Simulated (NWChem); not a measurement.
System: C2H5BO3; SMILES OCB1OCO1

Excerpt of the output:

```
             Northwest Computational Chemistry Package (NWChem) 7.3.0
             --------------------------------------------------------

 C1  symmetry detected

                             Geometry "geometry" -> ""
                             -------------------------

 Output coordinates in angstroms (scale by  1.889725989 to convert to a.u.)

  No.       Tag          Charge          X              Y              Z
 ---- ---------------- ---------- -------------- -------------- --------------
    1 O                    8.0000     0.38394952    -2.31774509    -0.10466918
    2 C                    6.0000    -0.67240243    -1.40444389     0.07634682
    3 B                    5.0000    -0.23734462     0.09522237     0.00424404
    4 O                    8.0000    -0.95359051     1.27923135    -0.04884457
    5 C                    6.0000     0.32965968     1.88116301    -0.02311835
    6 O                    8.0000     1.03258359     0.64862807     0.03022827
    7 H                    1.0000     1.14484973    -1.99739027     0.39033667
    8 H                    1.0000    -1.22134106    -1.57310971     1.02974373
    9 H                    1.0000    -1.42309456    -1.59450743    -0.71086188
   10 H                    1.0000     0.49038594     2.49659371     0.87767985
   11 H                    1.0000     0.54883869     2.45107250    -0.94120554

 Effective nuclear repulsion energy (a.u.)     228.6886054460

                                 NWChem DFT Module
                                 -----------------

 Summary of "ao basis" -> "ao basis" (spherical)
 ------------------------------------------------------------------------------
       Tag                 Description            Shells   Functions and Types
 ---------------- ------------------------------  ------  ---------------------
 O                          cc-pvdz                  6       14   3s2p1d
 C                          cc-pvdz                  6       14   3s2p1d
 B                          cc-pvdz                  6       14   3s2p1d
 H                          cc-pvdz                  3        5   2s1p

            General Information
            -------------------
          SCF calculation type: DFT
          Wavefunction type:  closed shell.
          No. of atoms     :    11
          No. of electrons :    46
           Alpha electrons :    23
            Beta electrons :    23
          Charge           :     0
          Spin multiplicity:     1
          Use of symmetry is: off; symmetry adaption is: off
          Maximum number of iterations: 150
          AO basis - number of functions:   109
                     number of shells:    51
          Convergence on energy requested:  1.00D-06
          Convergence on density requested:  1.00D-05
          Convergence on gradient requested:  5.00D-04

              XC Information
              --------------
                         PBE0 Method XC Functional
                     Hartree-Fock (Exact) Exchange  0.250
          PerdewBurkeErnzerhof Exchange Functional  0.750
            Perdew 1991 LDA Correlation Functional  1.000 local
           PerdewBurkeErnz. Correlation Functional  1.000 non-local

             Grid Information
             ----------------
          Grid used for XC integration:  medium
          Radial quadrature: Mura-Knowles
          Angular quadrature: Lebedev.
          Tag              B.-S. Rad. Rad. Pts. Rad. Cut. Ang. Pts.
          ---              ---------- --------- --------- ---------
          O                   0.60       49          12.0       434
          C                   0.70       49          11.0       434
          B                   0.85       49           9.0       434
          H                   0.35       45          12.0       434
          Grid pruning is: on
          Number of quadrature shells:   519
          Spatial weights used:  Erf1

      Superposition of Atomic Density Guess
      -------------------------------------

 Sum of atomic energies:        -326.65264723

      Non-variational initial energy
      ------------------------------

 Total energy =    -329.727005
 1-e energy   =    -899.348529
 2-e energy   =     340.932919
 HOMO         =      -0.347468
 LUMO         =       0.074507

     ---------------------------------------------
      Total Density - Mulliken Population Analysis
     ---------------------------------------------

    Atom       Charge   Shell Charges
 -----------   ------   -------------------------------------------------------
    1 O    8     8.56   2.00  0.86  0.86  2.99  1.83  0.01
    2 C    6     5.96   2.00  0.70  0.44  1.87  0.86  0.08
    3 B    5     4.50   2.01  0.64  0.28  1.17  0.15  0.26
    4 O    8     8.57   2.00  0.87  0.89  3.02  1.78  0.01
    5 C    6     5.40   2.00  0.69  0.39  1.59  0.60  0.14
    6 O    8     8.58   2.00  0.87  0.89  3.02  1.78  0.01
    7 H    1     0.70   0.55  0.08  0.07
    8 H    1     0.92   0.68  0.21  0.03
    9 H    1     0.92   0.68  0.20  0.03
   10 H    1     0.95   0.71  0.21  0.03
   11 H    1     0.95   0.71  0.21  0.03

   convergence    iter        energy       DeltaE   RMS-Dens  Diis-err
 ---------------- ----- ----------------- --------- --------- ---------
 d= 0,ls=0.0,diis     1   -329.3071273747 -5.58D+02  1.22D-02  1.21D+00
 d= 0,ls=0.0,diis     2   -329.2552979401  5.18D-02  6.07D-03  1.98D+00
 d= 0,ls=0.0,diis     3   -329.4425200715 -1.87D-01  8.00D-04  2.22D-02
 d= 0,ls=0.0,diis     4   -329.4442299012 -1.71D-03  3.24D-04  2.98D-03
 d= 0,ls=0.0,diis     5   -329.4445287021 -2.99D-04  7.52D-05  1.85D-04
  Resetting Diis
 d= 0,ls=0.0,diis     6   -329.4445455499 -1.68D-05  2.66D-05  2.86D-05
 d= 0,ls=0.0,diis     7   -329.4445481015 -2.55D-06  1.52D-05  1.87D-06
 d= 0,ls=0.0,diis     8   -329.4445478124  2.89D-07  9.57D-06  4.99D-06

[...]
```

Level: PBE0/cc-pVDZ. The geometry was optimised at PBE0/def2-SVP.

Q: Which NWChem input produces such a log?

A: This is not unique; one that fits is the input that was run:
```
start job
memory heap 200 mb stack 900 mb global 1100 mb
geometry units angstroms noautoz
  O      0.411436    -2.313762    -0.161378
  C     -0.647179    -1.414404     0.069392
  B     -0.231466     0.090753    -0.002428
  O     -0.962021     1.267114    -0.015391
  C      0.314673     1.883160    -0.031340
  O      1.032453     0.658126    -0.018155
  H      1.186969    -1.990147     0.308142
  H     -1.157846    -1.599397     1.040857
  H     -1.424965    -1.604514    -0.691047
  H      0.502621     2.490727     0.869528
  H      0.492812     2.465256    -0.950661
end
basis spherical
  * library cc-pvdz
end
dft
  xc pbe0
  iterations 150
  mulliken
end
task dft energy
```
